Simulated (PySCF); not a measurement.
C3H7O2, SMILES OC(C[O])C (connectivity only; charge and spin as stated), charge -1, multiplicity 1.

The structure is a stationary point at PBE-D3(BJ)/def2-SVPD. The spin state was assumed, not searched. The isomer is the one that the SMILES or the coordinates give; other isomers of the formula were not compared. One conformer was computed; it need not be the lowest.

These are PBE-D3(BJ)/def2-SVPD in PySCF 2.14.0 values and carry that method's errors.

No scaling factor is applied to the harmonic values.

Problem. Estimate the vibrational spectrum. (Estimate from the structure and the level; the computed values follow.)

Solution. 
```json
[
 {"mode": "1", "ν (cm⁻¹)": "139", "IR (km/mol)": "81.3", "moving atoms (share of kinetic energy)": "H 82 %, O 13 %"},
 {"mode": "2", "ν (cm⁻¹)": "146", "IR (km/mol)": "4.2", "moving atoms (share of kinetic energy)": "H 40 %, O 35 %, C 26 %"},
 {"mode": "3", "ν (cm⁻¹)": "223", "IR (km/mol)": "10.4", "moving atoms (share of kinetic energy)": "H 76 %, O 15 %, C 9 %"},
 {"mode": "4", "ν (cm⁻¹)": "270", "IR (km/mol)": "10.6", "moving atoms (share of kinetic energy)": "H 44 %, O 29 %, C 26 %"},
 {"mode": "5", "ν (cm⁻¹)": "356", "IR (km/mol)": "1.0", "moving atoms (share of kinetic energy)": "O 34 %, C 34 %, H 32 %"},
 {"mode": "6", "ν (cm⁻¹)": "431", "IR (km/mol)": "4.9", "moving atoms (share of kinetic energy)": "C 44 %, H 39 %, O 17 %"},
 {"mode": "7", "ν (cm⁻¹)": "485", "IR (km/mol)": "1.5", "moving atoms (share of kinetic energy)": "O 60 %, C 23 %, H 17 %"},
 {"mode": "8", "ν (cm⁻¹)": "805", "IR (km/mol)": "14.8", "moving atoms (share of kinetic energy)": "C 50 %, H 36 %, O 14 %"},
 {"mode": "9", "ν (cm⁻¹)": "858", "IR (km/mol)": "12.1", "moving atoms (share of kinetic energy)": "C 44 %, H 43 %, O 12 %"},
 {"mode": "10", "ν (cm⁻¹)": "883", "IR (km/mol)": "12.9", "moving atoms (share of kinetic energy)": "H 66 %, C 27 %"},
 {"mode": "11", "ν (cm⁻¹)": "997", "IR (km/mol)": "30.6", "moving atoms (share of kinetic energy)": "H 63 %, C 34 %"},
 {"mode": "12", "ν (cm⁻¹)": "1041", "IR (km/mol)": "54.3", "moving atoms (share of kinetic energy)": "C 60 %, H 29 %, O 11 %"},
 {"mode": "13", "ν (cm⁻¹)": "1104", "IR (km/mol)": "1.9", "moving atoms (share of kinetic energy)": "C 51 %, H 46 %"},
 {"mode": "14", "ν (cm⁻¹)": "1155", "IR (km/mol)": "212.1", "moving atoms (share of kinetic energy)": "H 55 %, C 25 %, O 20 %"},
 {"mode": "15", "ν (cm⁻¹)": "1174", "IR (km/mol)": "56.4", "moving atoms (share of kinetic energy)": "H 68 %, C 19 %, O 13 %"},
 {"mode": "16", "ν (cm⁻¹)": "1193", "IR (km/mol)": "57.3", "moving atoms (share of kinetic energy)": "H 62 %, C 21 %, O 17 %"},
 {"mode": "17", "ν (cm⁻¹)": "1263", "IR (km/mol)": "15.7", "moving atoms (share of kinetic energy)": "H 80 %, C 18 %"},
 {"mode": "18", "ν (cm⁻¹)": "1271", "IR (km/mol)": "9.7", "moving atoms (share of kinetic energy)": "H 79 %, C 19 %"},
 {"mode": "19", "ν (cm⁻¹)": "1300", "IR (km/mol)": "42.9", "moving atoms (share of kinetic energy)": "H 68 %, C 30 %"},
 {"mode": "20", "ν (cm⁻¹)": "1328", "IR (km/mol)": "20.1", "moving atoms (share of kinetic energy)": "H 58 %, C 40 %"},
 {"mode": "21", "ν (cm⁻¹)": "1384", "IR (km/mol)": "22.0", "moving atoms (share of kinetic energy)": "H 94 %"},
 {"mode": "22", "ν (cm⁻¹)": "1400", "IR (km/mol)": "15.4", "moving atoms (share of kinetic energy)": "H 92 %, C 8 %"},
 {"mode": "23", "ν (cm⁻¹)": "1410", "IR (km/mol)": "7.7", "moving atoms (share of kinetic energy)": "H 95 %"},
 {"mode": "24", "ν (cm⁻¹)": "2465", "IR (km/mol)": "401.7", "moving atoms (share of kinetic energy)": "H 92 %"},
 {"mode": "25", "ν (cm⁻¹)": "2532", "IR (km/mol)": "514.8", "moving atoms (share of kinetic energy)": "H 95 %"},
 {"mode": "26", "ν (cm⁻¹)": "2888", "IR (km/mol)": "98.8", "moving atoms (share of kinetic energy)": "H 93 %"},
 {"mode": "27", "ν (cm⁻¹)": "2906", "IR (km/mol)": "97.6", "moving atoms (share of kinetic energy)": "H 97 %"},
 {"mode": "28", "ν (cm⁻¹)": "2984", "IR (km/mol)": "67.8", "moving atoms (share of kinetic energy)": "H 91 %, C 9 %"},
 {"mode": "29", "ν (cm⁻¹)": "3021", "IR (km/mol)": "12.4", "moving atoms (share of kinetic energy)": "H 91 %, C 9 %"},
 {"mode": "30", "ν (cm⁻¹)": "3700", "IR (km/mol)": "9.9", "moving atoms (share of kinetic energy)": "H 94 %"}
]
```
